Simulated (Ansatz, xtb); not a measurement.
## Two isomers of C4H9BSi

Structure I is `BC[Si@@H](C)C#C`, a singlet and structure II is `BC[SiH2]CC#C`, a singlet. Both are isolated molecules in the gas phase, relaxed with PBE0-D3(BJ)/def2-SVP; each stands in its lowest conformer found.

I (Å):

```yaml
atoms:
  - { symbol: C, position_ang: [0.7309, -0.1936, 0.1835] }
  - { symbol: C, position_ang: [0.2657, 2.8967, 0.0603] }
  - { symbol: C, position_ang: [-0.1804, 1.3769, 2.6454] }
  - { symbol: C, position_ang: [-0.8669, 1.3223, 3.6493] }
  - { symbol: B, position_ang: [-0.7478, -0.4542, -0.1579] }
  - { symbol: Si, position_ang: [0.8384, 1.4584, 1.1143] }
  - { symbol: H, position_ang: [-1.4555, -1.0957, 0.5847] }
  - { symbol: H, position_ang: [-1.2460, 0.0327, -1.1501] }
  - { symbol: H, position_ang: [1.1845, -0.9335, 0.8620] }
  - { symbol: H, position_ang: [1.3765, -0.0282, -0.6960] }
  - { symbol: H, position_ang: [2.2607, 1.6561, 1.5289] }
  - { symbol: H, position_ang: [-0.7986, 2.7937, -0.1991] }
  - { symbol: H, position_ang: [0.3984, 3.8463, 0.6001] }
  - { symbol: H, position_ang: [0.8450, 2.9466, -0.8748] }
  - { symbol: H, position_ang: [-1.4736, 1.2737, 4.5362] }
```

II (Å):

```yaml
atoms:
  - { symbol: C, position_ang: [-0.1029, -0.3378, -1.5474] }
  - { symbol: C, position_ang: [-0.9883, 1.2352, 0.9964] }
  - { symbol: C, position_ang: [-2.3554, 0.8238, 0.7478] }
  - { symbol: C, position_ang: [-3.4774, 0.4342, 0.5045] }
  - { symbol: B, position_ang: [0.2641, 0.9551, -2.2946] }
  - { symbol: Si, position_ang: [0.2502, -0.0236, 0.2896] }
  - { symbol: H, position_ang: [1.3646, 1.1044, -2.7771] }
  - { symbol: H, position_ang: [-0.5160, 1.8811, -2.3432] }
  - { symbol: H, position_ang: [0.4989, -1.2200, -1.8174] }
  - { symbol: H, position_ang: [-1.1796, -0.5789, -1.5486] }
  - { symbol: H, position_ang: [0.1135, -1.3108, 1.0343] }
  - { symbol: H, position_ang: [1.6323, 0.5066, 0.5043] }
  - { symbol: H, position_ang: [-0.8005, 1.3384, 2.0789] }
  - { symbol: H, position_ang: [-0.7914, 2.2214, 0.5419] }
  - { symbol: H, position_ang: [-4.4802, 0.1072, 0.3028] }
```

Quicker runs give these differences E(II) − E(I): GFN2-xTB −4.5 kcal/mol; HF/STO-3G +15.8 kcal/mol (at GFN2-xTB geometries); r2SCAN-D4/def2-SVP +12.7 kcal/mol (at GFN2-xTB geometries).

**Question.** Estimate E(II) − E(I) at the level CCSD(T)/def2-SVP + ΔMP2/def2-TZVPP.

**Answer.** Calculated at CCSD(T)/def2-SVP + ΔMP2/def2-TZVPP: E(II) − E(I) = +15.2 kcal/mol, so structure I lies lower.

The same difference at several levels:

| level | geometry | E(II) − E(I) (kcal/mol) | departure from the last row (kcal/mol) | job, with rough time for the two |
| --- | --- | --- | --- | --- |
| GFN2-xTB | GFN2-xTB | −4.5 | −19.7 | optimisation, 0.28 s |
| HF/STO-3G | GFN2-xTB | +15.8 | +0.6 | single point, 0.4 s |
| r2SCAN-D4/def2-SVP | GFN2-xTB | +12.7 | −2.5 | single point, 4.6 s |
| PBE0-D3(BJ)/def2-SVP | PBE0-D3(BJ)/def2-SVP | +11.3 | −3.9 | optimisation, 91 s |
| HF/def2-SVP | PBE0-D3(BJ)/def2-SVP | +13.5 | −1.7 | part of the CCSD(T) run |
| MP2/def2-SVP | PBE0-D3(BJ)/def2-SVP | +13.0 | −2.2 | part of the CCSD(T) run |
| CCSD(T)/def2-SVP | PBE0-D3(BJ)/def2-SVP | +12.6 | −2.6 | single point |
| CCSD(T)/def2-SVP + ΔMP2/def2-TZVPP | PBE0-D3(BJ)/def2-SVP | +15.2 |  | single point, 61 s |

As drawn, II has 1 C–C, 1 Si–H in place of 1 C–Si, 1 C–H.

GFN2-xTB puts the two in the other order. The largest departure from CCSD(T)/def2-SVP + ΔMP2/def2-TZVPP is that of GFN2-xTB, 19.7 kcal/mol. The last row adds to CCSD(T) the change of the MP2 difference between the two basis sets, here +2.6 kcal/mol.

With thermal terms from frequencies at re-optimised GFN2-xTB minima (ideal gas, soft modes damped towards free rotors, one conformer each, 298.15 K, 1 atm): the zero-point term adds −1.2 kcal/mol; ΔH is +13.7 and ΔG +14.4 kcal/mol.

The correlated steps freeze 10 core orbitals. Mirror images aren't counted in ΔG. Run with Ansatz 0.2.0, xtb 6.7.1; the last row on 2 threads of Arm Neoverse V2 on a shared host.
